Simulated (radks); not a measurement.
Q: All-electron atom: Yb41+ in [Ar] 3d10 4s1 (the NIST ground configuration). Calculated with a radial shooting solver on a logarithmic mesh with Libxc functionals: scalar-relativistic Kohn-Sham, BLYP, spin-polarised, spherical densities, finite nucleus; open shells are filled with parallel spins first (spin-orbit coupling, left out, can overturn this in heavy ions); Fermi nuclear charge, rms radius 5.3108 fm. Some entries of the table are withheld. Estimate them.

orbital,occ.,eigenvalue (Ry),<r^2> (bohr^2),<r> (bohr)
1s up,1,-4643.263,0.0005298,0.01966
1s down,1,-4643.184,0.0005298,0.01966
2s up,1,-902.3526,0.008177,0.08318
2s down,1,-902.3007,0.008177,0.08318
2p up,3,-812.4345,0.006677,0.07396
2p down,3,-812.3829,0.006677,0.07396
3s up,1,-304.6358,0.05170,0.2129
3s down,1,-304.5394,0.05166,0.2128
3p up,3,-277.4077,0.05163,0.2113
3p down,3,-277.3079,0.05158,0.2112
3d up,5,-245.3442,0.04219,0.1903
3d down,5,-245.2575,0.04214,0.1902
4s up,1,-148.5333,(1),0.4234
4s down,0,-148.0533,(2),0.4240
4p up,0,-138.1335,0.2113,0.4323
4p down,0,-137.6756,0.2123,0.4332
5s up,0,-88.01890,0.5572,0.7058

A: 
(1) 4s up <r^2> (bohr^2): 0.2014
(2) 4s down <r^2> (bohr^2): 0.2020
